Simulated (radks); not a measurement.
Values are calculated unless marked as measured or tabulated.
The tellurium anion Te2-, [Xe], held by a Watson sphere: a shell of charge +2.64 at radius R that stands for the Madelung well of a crystal (potential energy -2.64/R inside, -2.64/r outside, in hartree with lengths in bohr). Code: a radial shooting solver on a logarithmic mesh with Libxc functionals. Model: scalar-relativistic Kohn-Sham, LDA (Slater exchange, Perdew-Wang correlation), spin-unpolarised, spherical densities, finite nucleus; Fermi nuclear charge, rms radius of each element as measured or else 0.836 A^(1/3) + 0.57 fm. Response by self-consistent Sternheimer equations with the Hartree and adiabatic LDA kernel, the relativistic mass of each level held fixed and spin-orbit coupling left out. The sphere does not respond.

[
 {"R (bohr)": "2.44", "e(4d) (eV)": "-46.355", "e(5s) (eV)": "-22.040", "e(5p) (eV)": "-12.770", "<r> 5p (bohr)": "2.512", "sum of <r^2> (bohr^2)": "72.13", "X-ray form factor at sin(theta)/lambda = 0.3 1/angstrom": "35.867", "alpha (bohr^3)": "32.07"},
 {"R (bohr)": "2.53", "e(4d) (eV)": "-46.020", "e(5s) (eV)": "-21.702", "e(5p) (eV)": "-12.558", "<r> 5p (bohr)": "2.539", "sum of <r^2> (bohr^2)": "73.18", "X-ray form factor at sin(theta)/lambda = 0.3 1/angstrom": "35.876", "alpha (bohr^3)": "33.55"},
 {"R (bohr)": "2.96", "e(4d) (eV)": "-44.772", "e(5s) (eV)": "-20.204", "e(5p) (eV)": "-11.503", "<r> 5p (bohr)": "2.663", "sum of <r^2> (bohr^2)": "78.18", "X-ray form factor at sin(theta)/lambda = 0.3 1/angstrom": "35.930", "alpha (bohr^3)": "41.91"},
 {"R (bohr)": "3.21", "e(4d) (eV)": "-44.202", "e(5s) (eV)": "-19.428", "e(5p) (eV)": "-10.888", "<r> 5p (bohr)": "2.730", "sum of <r^2> (bohr^2)": "81.01", "X-ray form factor at sin(theta)/lambda = 0.3 1/angstrom": "35.961", "alpha (bohr^3)": "47.71"},
 {"R (bohr)": "3.42", "e(4d) (eV)": "-43.772", "e(5s) (eV)": "-18.829", "e(5p) (eV)": "-10.383", "<r> 5p (bohr)": "2.784", "sum of <r^2> (bohr^2)": "83.32", "X-ray form factor at sin(theta)/lambda = 0.3 1/angstrom": "35.984", "alpha (bohr^3)": "53.14"},
 {"R (bohr)": "3.86", "e(4d) (eV)": "-42.961", "e(5s) (eV)": "-17.713", "e(5p) (eV)": "-9.383", "<r> 5p (bohr)": "2.887", "sum of <r^2> (bohr^2)": "87.94", "X-ray form factor at sin(theta)/lambda = 0.3 1/angstrom": "36.019", "alpha (bohr^3)": "66.19"},
 {"R (bohr)": "3.93", "e(4d) (eV)": "-42.841", "e(5s) (eV)": "-17.552", "e(5p) (eV)": "-9.232", "<r> 5p (bohr)": "2.902", "sum of <r^2> (bohr^2)": "88.64", "X-ray form factor at sin(theta)/lambda = 0.3 1/angstrom": "36.023", "alpha (bohr^3)": "68.48"},
 {"R (bohr)": "4.71", "e(4d) (eV)": "-41.624", "e(5s) (eV)": "-15.997", "e(5p) (eV)": "-7.715", "<r> 5p (bohr)": "3.053", "sum of <r^2> (bohr^2)": "96.05", "X-ray form factor at sin(theta)/lambda = 0.3 1/angstrom": "36.048", "alpha (bohr^3)": "98.39"},
 {"R (bohr)": "5.14", "e(4d) (eV)": "-41.039", "e(5s) (eV)": "-15.298", "e(5p) (eV)": "-7.002", "<r> 5p (bohr)": "3.124", "sum of <r^2> (bohr^2)": "99.83", "X-ray form factor at sin(theta)/lambda = 0.3 1/angstrom": "36.053", "alpha (bohr^3)": "118.6"}
]
